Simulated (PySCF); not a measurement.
Mapped SMILES: `[CH:1]#[C:2]/[C:3](=[CH:4]\[O:5][SiH3:6])[CH2:7][CH2:8][CH3:9]`. Hydrogens are named by the atom that carries them.

Theory: shielding tensors at PBE0/pcSseg-1 (GIAO), structure optimised with GFN2-xTB, in PySCF 2.14.0 with density-fitted response routines (in vacuum, one computed conformer, one averaged value for each set of equivalent atoms, non-relativistic Hamiltonian).

Shifts are taken against calculated references (same method and geometry level): TMS for ¹³C.

Task: Do the ¹³C shifts follow the atomic charges (in e)? Tabulate both.

Result: 
```json
{"atoms": "C4", "hybridisation": "sp2", "δ (ppm)": "155.6", "σ para (ppm)": "-220", "Hirshfeld": "+0.04", "IAO": "+0.07", "Mulliken": "+0.34", "ESP-fitted": "+0.03"}
{"atoms": "C3", "hybridisation": "sp2", "δ (ppm)": "110.2", "σ para (ppm)": "-188", "Hirshfeld": "-0.02", "IAO": "-0.07", "Mulliken": "-0.53", "ESP-fitted": "-0.12"}
{"atoms": "C1", "hybridisation": "sp", "δ (ppm)": "92.8", "σ para (ppm)": "-166", "Hirshfeld": "-0.12", "IAO": "-0.25", "Mulliken": "-0.38", "ESP-fitted": "-0.52"}
{"atoms": "C2", "hybridisation": "sp", "δ (ppm)": "84.0", "σ para (ppm)": "-149", "Hirshfeld": "-0.04", "IAO": "-0.02", "Mulliken": "+0.47", "ESP-fitted": "+0.19"}
{"atoms": "C7", "hybridisation": "sp3", "δ (ppm)": "37.8", "σ para (ppm)": "-95", "Hirshfeld": "-0.06", "IAO": "-0.25", "Mulliken": "-0.09", "ESP-fitted": "-0.32"}
{"atoms": "C8", "hybridisation": "sp3", "δ (ppm)": "23.7", "σ para (ppm)": "-85", "Hirshfeld": "-0.07", "IAO": "-0.25", "Mulliken": "-0.28", "ESP-fitted": "+0.29"}
{"atoms": "C9", "hybridisation": "sp3", "δ (ppm)": "14.0", "σ para (ppm)": "-75", "Hirshfeld": "-0.12", "IAO": "-0.42", "Mulliken": "-0.27", "ESP-fitted": "-0.36"}
```

Correlation coefficients of δ with charge over these carbons: Hirshfeld +0.75, IAO +0.86, Mulliken +0.34, ESP-fitted +0.10; with the paramagnetic shielding -0.99. With so few points, grouped by hybridisation, these coefficients are fragile. Charge is one influence among several: hybridisation and low-lying excitations act through the paramagnetic term.

Shifts are as computed. Against solution values, carbons near 30 ppm lie about +3 ppm off and those near 130 ppm about +5 ppm. Of 1211 compounds with measured shifts, 218 miss one by over three times the rms of a fit or turn the order of signals round; such compounds aren't used in these exercises.
